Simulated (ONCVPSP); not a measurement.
# Cutoff test, lanthanum, ONCV

* Element: La (Z = 57)
* Generator: ONCVPSP 4.0.1
* Type: optimised norm-conserving Vanderbilt (ONCV)
* Functional: PBEsol
* Relativity: scalar-relativistic
* Frozen core: [Kr] 4d10
* Valence charge: 11
* Reference configuration: 5s2 5p6 5d1.5 6s1.5
* Partial waves: 5s+6s: rc 2.40 bohr, ncon 3, nbas 6, qcut 3.8 1/bohr, 2 projectors; 5p: rc 3.00 bohr, ncon 3, nbas 7, qcut 4 1/bohr, 2 projectors, debl 1.1 Ha; 5d: rc 4.00 bohr, ncon 4, nbas 9, qcut 3.8 1/bohr, 2 projectors, debl 2.8 Ha; f scattering state at 0.38 Ha: rc 2.40 bohr, ncon 5, nbas 8, qcut 3.5 1/bohr, local
* Local potential: the f channel
* Core correction: none

In the f channel the program set the typed energies aside and used -0.130 Ha.

Problem. For each optimised wave give the share of its norm inside rc, the residual kinetic energy above qcut (Ha) and the cutoffs (Ha) for errors of 10, 1, 0.1 and 0.01 mHa per electron.

Solution.

| wave | norm inside rc | residual KE | 10 mHa | 1 mHa | 0.1 mHa | 0.01 mHa |
| --- | --- | --- | --- | --- | --- | --- |
| 5s | 0.935 | 1.5e-04 | 2.3 | 5.7 | 9.4 | 26.3 |
| 6s | 0.058 | 1.5e-04 | 1.8 | 5.4 | 7.8 | 19.9 |
| 5p | 0.954 | 3.8e-07 | 3.8 | 5.1 | 6.2 | 6.9 |
| p projector 2 | 0.104 | 8.3e-07 | 3.2 | 4.5 | 5.5 | 6.6 |
| 5d | 0.784 | 3.3e-07 | 3.4 | 4.6 | 5.5 | 6.4 |
| d projector 2 | 0.261 | 4.0e-04 | 5.3 | 6.3 | 16.1 | 24.8 |
| f projector 1 | 0.938 | 2.1e+00 | 43.1 | 48.0 | 57.0 | 73.0 |

The occupied waves need 5.7 Ha and 9.4 Ha for 1 and 0.1 mHa. The cutoffs count occupied waves only; projector 1 of the f channel, the hardest unoccupied one, needs 48 Ha at the loose tolerance. Note: ghosts flagged at negative energy: s at -304.2 eV, p at -191.1 eV, p at -20.1 eV; GHOST(+) flagged for s at 2.46 eV, d at 5.2 eV. A true bound ghost makes a file unfit for plane-wave use. 2 of 4 tests not solved or not reliable.
